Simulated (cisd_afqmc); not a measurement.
Input (AFQMC/CISD/def2-SVP; cisd_afqmc is a phaseless AFQMC code with CISD trial states that reads the integrals written by Ansatz):

Ansatz 0.2 input:
```python
import cisd_afqmc

open("ham.yaml", "w").write("""\
crystal:
  periodic: [false, false, false]
  atoms:
    - {symbol: Mg, position_ang: [0.00000000, 0.00000000, 0.00000000]}
    - {symbol: Cl, position_ang: [-0.00000000, -0.00000000, -2.17569806]}
    - {symbol: Cl, position_ang: [0.00000000, 0.00000000, 2.17569806]}
basis:
  gaussian:
    orbitals: def2-SVP
magnetization: {spin_polarized: false}
correlation: {method: ccsd, electrons: outside_noble_gas, hamiltonian_folder: ham}
""")
rep = cisd_afqmc.ansatz("ham.yaml")
e_ccsd = rep["correlation"]["coupled_cluster"]["energy"]["hartree"]
out = cisd_afqmc.run("ham", e_ccsd, trial="CISD", walkers=200, populations=8, threads=8, dt=0.005, steps=40, early=24, settle=10, least=32,
    cut=5e-5, rank_cut=2e-4, target=0.0004, seconds=1500, seed=1, memory=17280, gpu=False)
```

Output:

```
orbitals 39, occupied [8], factors 191 of 466, rank of the doubles 107 of 248
E(HF) = -1118.416899
E(CCSD) on the cut factors = -1118.727677, shift to the whole factors 0.000005
Energy of the trial state on the determinant = -1118.727710
  tau behind 7.2 of longer steps, mean of the populations' last blocks
   2.0  -1118.73384
   4.0  -1118.73364
   6.0  -1118.73444
   8.0  -1118.73400
blocks 313 (0 outliers left out), error by blocks joined: 1: 0.00012, 2: 0.00016, 4: 0.00019, 8: 0.00025, 16: 0.00031
E(AFQMC/CISD) = -1118.73383 +/- 0.00031
```

The error still grows at the longest joins of blocks, or few joins were possible, so the printed bar may be too narrow.
